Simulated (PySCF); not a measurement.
## Cl3HSi: core ionisation energies

Trichlorosilane, Cl3HSi.
SMILES with atom numbers: `[Cl:1][SiH:2]([Cl:3])[Cl:4]`

Theory: PySCF 2.14.0, delta-SCF UKS SCAN, pcX-2 on the ionised atom, pcseg-1 elsewhere, spin-free X2C. Each binding energy is the total energy of the core-ionised species, with the hole localised on one atom, minus that of the ground state; both are solved self-consistently, so orbital relaxation is included.

Problem. What binding energy does each computed site have?

Solution. 
| atom(s) | environment | level | binding energy (eV) | 2p1/2 (eV) | count |
| --- | --- | --- | --- | --- | --- |
| Si2 | chlorine-bound silicon | Si 2p3/2 | 109.78 | 110.40 | 1 |
| Cl1/Cl3/Cl4 | silicon-bound chlorine | Cl 2p3/2 | 206.77 | 208.42 | 3 |
| Si2 | chlorine-bound silicon | Si 1s | 1849.91 | – | 1 |
| Cl1/Cl3/Cl4 | silicon-bound chlorine | Cl 1s | 2829.36 | – | 3 |

Problem. Which photon energy gives electrons from Cl 2p3/2 of Cl1/Cl3/Cl4 a kinetic energy of 100 eV, and what is their de Broglie wavelength?

Solution. hν = 206.77 + 100 = 306.77 eV, recoil neglected; λ = 12.264 Å/√(E/eV) = 1.23 Å.

The first atom of each set that the bonding makes equivalent was ionised and stands for the set. Spin–orbit and ligand-field terms were added within each 2p shell after the spin-free SCF. 2p1/2 minus 2p3/2 (ligand field included): Cl 1.65 eV, Si 0.63 eV. Geometry: PBE0-D3(BJ)/def2-SVP; no solvent, vibrations or thermal averaging.
